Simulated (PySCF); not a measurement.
# Silver: a sound run and one with changed settings

Sound run: Ag [Kr] 4d10 5s1, Ag⁺ [Kr] 4d10. Computed with PySCF 2.14 in def2-SVP with the def2 core potential (28 electrons) (5s3p2d1f, 31 functions), with scalar relativity through the core potential. In the sound run the correlated levels freeze 4s2 4p6 outside the core potential. The sound run starts from symmetry-adapted Hartree-Fock orbitals and uses a fine grid where one is needed.

Changed run: a valence shell is frozen. This setting is unsound on purpose.

Ionisation energy of Ag:

```tsv
method	sound run (eV)	changed run (eV)
UHF	6.358	6.358
MP2	7.018	6.358
SCS-MP2	6.920	6.358
CCSD	6.992	6.358
CCSD(T)	7.037	6.358
CCSDT	n/a	6.358
FCI	n/a	6.358
```

Freezing a valence shell removes pair correlation that changes on ionisation.

For comparison, NIST gives 7.576 eV between the lowest levels.
